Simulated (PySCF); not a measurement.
**A small calculation by hand: oscillator strength and radiative lifetime**

B(F)(GeH3)(OMe) (CH₆BFGeO), SMILES [GeH3][B](OC)F.

Coordinates come from a TPSSh-D3(BJ)/def2-SVP optimisation. The structure was generated by enumeration, and PubChem lists no compound with its InChIKey, so it may never have been made. The values are those of a single conformer.

TDDFT-PBE/def2-SVPD (PySCF) puts the first singlet state with f over 0.02 at 6.65 eV (vertical), with the transition dipole (-0.234, -0.510, 0.000) in atomic units.

Question: Find the oscillator strength, the wavelength and the radiative lifetime that this transition would have in vacuum if emission retraced absorption.

Answer: 
|μ|² = 0.3149 au, so |μ| = 1.43 D. ΔE = 6.65/27.211 = 0.2444 hartree. f = (2/3) ΔE |μ|² = 0.051 (the program prints 0.051).
λ = 1239.84/6.65 = 186 nm; ν = 53636 cm⁻¹.
Einstein's coefficient A = 0.6670 ν² f s⁻¹ (ν in cm⁻¹) = 9.8e7 s⁻¹, so τ = 1/A = 10 ns. This state is S2; the lower singlet has f = 0.017. The figure is the radiative limit of this one transition; relaxation, internal conversion, crossing to triplets and a medium change what is measured.
